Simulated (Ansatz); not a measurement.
**Strength of the S–Ge bond: CH6GeS2 → CH3S2 + GeH3**

Species: CH6GeS2 `CS[S][GeH3]`, singlet; CH3S2 (methyldithio radical) `CS[S]`, doublet; GeH3 `[GeH3]`, doublet. 

Shapes, held fixed at every level: PBE0-D4/def2-TZVP. Flexible molecules stand in one conformer, not always the lowest. Programs: Ansatz 0.2.0. The zero-point and thermal change to 298 K, harmonic and unscaled (PBE0-D4/def2-TZVP), is -9.6 kJ/mol.

```tsv
level	kind	ΔH(298 K) (kJ/mol)	less CCSD(T)/def2-TZVPP	CPU time (sum over the molecules)
HF/def2-TZVPP	Hartree–Fock	+168.5	-79.6	–
SPW92/def2-TZVPP	LDA	+274.6	+26.5	8.3 s
PBE0-D4/def2-TZVPP	global hybrid	+242.8	-5.3	23 s
wB97M-V/def2-TZVPP	range-separated hybrid	+249.5	+1.4	70 s
MP2/def2-TZVPP	perturbation theory	+265.4	+17.3	–
CCSD(T)/def2-SVP	coupled cluster or CI	+236.5	-11.6	31 s
CCSD(T)/def2-TZVPP	coupled cluster or CI	+248.1	0.0	13 min
```

The highest level, CCSD(T)/def2-TZVPP, gives ΔH(298 K) = +248.1 kJ/mol; the levels span +168.5 to +274.6. The column of differences is taken from that level and isn't an error. Hartree–Fock misses the correlation of the pair that is broken and comes out low. No measured value is set beside it here. Open shells run unrestricted unless RO is named. Relativity is left out for Ge unless named. Correlated rows may include outer-core shells of Ge, which these sets cover unevenly. Times are processor times on shared x86 and Arm servers, and rough.
